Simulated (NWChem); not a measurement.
System: C$_{2}$H$_{6}$O$_{2}$Si; SMILES C[Si@@H](O)C=O

The following NWChem deck was run.

```
start job
memory heap 200 mb stack 900 mb global 1100 mb
geometry units angstroms noautoz
  C     -0.916847    -1.815578    -0.448002
  Si     0.072877    -0.502771     0.433618
  O      1.589117    -0.290347    -0.209779
  C     -0.673884     1.260493     0.164577
  O      0.052141     2.083135    -0.352553
  H     -0.417513    -2.793433    -0.362147
  H     -1.023458    -1.581654    -1.518091
  H     -1.921380    -1.911654    -0.005878
  H      0.119047    -0.789584     1.899992
  H      1.686735     0.635673    -0.484914
  H     -1.719847     1.556281     0.452363
end
basis spherical
  * library def2-svp
end
dft
  xc b3lyp
  iterations 150
  mulliken
end
task dft energy
```

Output (shortened):

```
             Northwest Computational Chemistry Package (NWChem) 7.3.0
             --------------------------------------------------------

 C1  symmetry detected

                             Geometry "geometry" -> ""
                             -------------------------

 Output coordinates in angstroms (scale by  1.889725989 to convert to a.u.)

  No.       Tag          Charge          X              Y              Z
 ---- ---------------- ---------- -------------- -------------- --------------
    1 C                    6.0000    -0.77822920    -1.86444303    -0.48588547
    2 Si                  14.0000     0.08222799    -0.48533237     0.42950344
    3 O                    8.0000     1.58151522    -0.13032121    -0.19031287
    4 C                    6.0000    -0.81289016     1.21024176     0.17865116
    5 O                    8.0000    -0.15566653     2.10184744    -0.31568879
    6 H                    1.0000    -0.19620694    -2.79623752    -0.40897617
    7 H                    1.0000    -0.89229240    -1.62258869    -1.55344009
    8 H                    1.0000    -1.77562966    -2.05543204    -0.05867790
    9 H                    1.0000     0.13604558    -0.79187859     1.89161806
   10 H                    1.0000     1.60088163     0.80522596    -0.44938433
   11 H                    1.0000    -1.88406342     1.40856179     0.45723136

 Effective nuclear repulsion energy (a.u.)     228.5281724698

                                 NWChem DFT Module
                                 -----------------

 Summary of "ao basis" -> "ao basis" (spherical)
 ------------------------------------------------------------------------------
       Tag                 Description            Shells   Functions and Types
 ---------------- ------------------------------  ------  ---------------------
 C                          def2-svp                 6       14   3s2p1d
 Si                         def2-svp                 8       18   4s3p1d
 O                          def2-svp                 6       14   3s2p1d
 H                          def2-svp                 3        5   2s1p

            General Information
            -------------------
          SCF calculation type: DFT
          Wavefunction type:  closed shell.
          No. of atoms     :    11
          No. of electrons :    48
           Alpha electrons :    24
            Beta electrons :    24
          Charge           :     0
          Spin multiplicity:     1
          Use of symmetry is: off; symmetry adaption is: off
          Maximum number of iterations: 150
          AO basis - number of functions:   104
                     number of shells:    50
          Convergence on energy requested:  1.00D-06
          Convergence on density requested:  1.00D-05
          Convergence on gradient requested:  5.00D-04

              XC Information
              --------------
                         B3LYP Method XC Potential
                     Hartree-Fock (Exact) Exchange  0.200
                        Slater Exchange Functional  0.800 local
                    Becke 1988 Exchange Functional  0.720 non-local
              Lee-Yang-Parr Correlation Functional  0.810
                  VWN I RPA Correlation Functional  0.190 local

             Grid Information
             ----------------
          Grid used for XC integration:  medium
          Radial quadrature: Mura-Knowles
          Angular quadrature: Lebedev.
          Tag              B.-S. Rad. Rad. Pts. Rad. Cut. Ang. Pts.
          ---              ---------- --------- --------- ---------
          C                   0.70       49          11.0       434
          Si                  1.10       88           9.0       590
          O                   0.60       49          12.0       434
          H                   0.35       45          12.0       434
          Grid pruning is: on
          Number of quadrature shells:   554
          Spatial weights used:  Erf1

      Superposition of Atomic Density Guess
      -------------------------------------

 Sum of atomic energies:        -516.36614718

      Non-variational initial energy
      ------------------------------

 Total energy =    -518.504082
 1-e energy   =   -1164.449339
 2-e energy   =     417.417085
 HOMO         =      -0.271976
 LUMO         =      -0.057994

     ---------------------------------------------
      Total Density - Mulliken Population Analysis
     ---------------------------------------------

    Atom       Charge   Shell Charges
 -----------   ------   -------------------------------------------------------
    1 C    6     6.59   1.99  0.96  0.28  2.12  1.23  0.01
    2 Si  14    13.09   2.00  1.99  0.96  0.19  5.93  1.03  0.73  0.25
    3 O    8     8.78   1.99  1.11  0.64  3.10  1.94  0.01
    4 C    6     5.59   1.99  0.97  0.35  1.55  0.65  0.07
    5 O    8     8.67   1.99  1.13  0.69  3.02  1.83  0.01
    6 H    1     0.86   0.65  0.18  0.03
    7 H    1     0.86   0.65  0.18  0.03
    8 H    1     0.85   0.65  0.18  0.03
    9 H    1     1.09   0.70  0.38  0.01
   10 H    1     0.66   0.52  0.08  0.06
   11 H    1     0.95   0.69  0.24  0.02

   convergence    iter        energy       DeltaE   RMS-Dens  Diis-err
 ---------------- ----- ----------------- --------- --------- ---------
 d= 0,ls=0.0,diis     1   -519.4128366225 -7.48D+02  1.85D-02  1.10D+00
 d= 0,ls=0.0,diis     2   -519.0676266973  3.45D-01  1.20D-02  4.69D+00
 d= 0,ls=0.0,diis     3   -519.5409289594 -4.73D-01  2.15D-03  5.79D-02
 d= 0,ls=0.0,diis     4   -519.5428133795 -1.88D-03  1.21D-03  3.87D-02
 d= 0,ls=0.0,diis     5   -519.5464955492 -3.68D-03  2.06D-04  7.82D-04
  Resetting Diis
 d= 0,ls=0.0,diis     6   -519.5465639123 -6.84D-05  6.32D-05  7.14D-05
 d= 0,ls=0.0,diis     7   -519.5465731896 -9.28D-06  2.60D-05  2.69D-06
 d= 0,ls=0.0,diis     8   -519.5465727036  4.86D-07  1.54D-05  7.26D-06
 d= 0,ls=0.0,diis     9   -519.5465734946 -7.91D-07  3.14D-06  3.56D-07

         Total DFT energy =     -519.546573494644
      One electron energy =    -1168.627136187578
           Coulomb energy =      471.771711404939
    Exchange-Corr. energy =      -51.219321181784
 Nuclear repulsion energy =      228.528172469779

 Numeric. integr. density =       48.000007358288

                       DFT Final Molecular Orbital Analysis
                       ------------------------------------

 Vector   22  Occ=2.000000D+00  E=-3.561111D-01
              MO Center=  1.3D+00,  2.1D-02, -1.4D-01, r^2= 1.8D+00
   Bfn.  Coefficient  Atom+Function         Bfn.  Coefficient  Atom+Function
  ----- ------------  ---------------      ----- ------------  ---------------
    36      0.483565   3 O  px               39      0.327578   3 O  px
    37     -0.249144   3 O  py               40     -0.170090   3 O  py
    35      0.164829   3 O  s                64      0.153121   5 O  px
    34      0.143883   3 O  s                51     -0.135748   4 C  py
    17     -0.130733   2 Si s                22     -0.116501   2 Si px

 Vector   23  Occ=2.000000D+00  E=-3.017758D-01
              MO Center=  7.3D-01, -5.9D-01,  1.5D-01, r^2= 2.8D+00
   Bfn.  Coefficient  Atom+Function         Bfn.  Coefficient  Atom+Function
  ----- ------------  ---------------      ----- ------------  ---------------
    38      0.443658   3 O  pz               41      0.329651   3 O  pz
    91     -0.230765   9 H  s                90     -0.228903   9 H  s
     3      0.221446   1 C  s                 5      0.176580   1 C  py
     8      0.163110   1 C  py               36      0.160161   3 O  px
     4      0.132249   1 C  px               24     -0.131416   2 Si pz

 Vector   24  Occ=2.000000D+00  E=-2.524559D-01
              MO Center= -4.5D-01,  1.3D+00,  1.0D-02, r^2= 2.5D+00
   Bfn.  Coefficient  Atom+Function         Bfn.  Coefficient  Atom+Function
  ----- ------------  ---------------      ----- ------------  ---------------
    64      0.372141   5 O  px               65     -0.341147   5 O  py
    67      0.283680   5 O  px               68     -0.266582   5 O  py
   100      0.263029  11 H  s               101      0.236192  11 H  s
    23     -0.196343   2 Si py               51      0.197258   4 C  py
    49     -0.158396   4 C  s                50     -0.153405   4 C  px

 Vector   25  Occ=0.000000D+00  E=-6.318057D-02
              MO Center= -5.6D-01,  1.2D+00,  6.8D-02, r^2= 2.2D+00
   Bfn.  Coefficient  Atom+Function         Bfn.  Coefficient  Atom+Function
  ----- ------------  ---------------      ----- ------------  ---------------
    55      0.460134   4 C  pz               52      0.423706   4 C  pz
    69     -0.394211   5 O  pz               66     -0.384558   5 O  pz
     3      0.272107   1 C  s                54      0.182813   4 C  py
    91     -0.164853   9 H  s                76     -0.151981   6 H  s
    51      0.135322   4 C  py               26      0.133498   2 Si py

 Vector   26  Occ=0.000000D+00  E= 3.540086D-02
              MO Center=  1.7D-01, -3.3D-01,  4.2D-01, r^2= 4.2D+00
   Bfn.  Coefficient  Atom+Function         Bfn.  Coefficient  Atom+Function
  ----- ------------  ---------------      ----- ------------  ---------------
    25      1.042207   2 Si px               49      0.930760   4 C  s
    35     -0.704460   3 O  s                96      0.405714  10 H  s
   101     -0.309100  11 H  s                63     -0.301834   5 O  s
    18     -0.290334   2 Si s                26     -0.252844   2 Si py
    22      0.206327   2 Si px               17      0.160358   2 Si s

[...]
```

Level: B3LYP/def2-SVP. Structure relaxed at the PBE0/def2-SVP level.
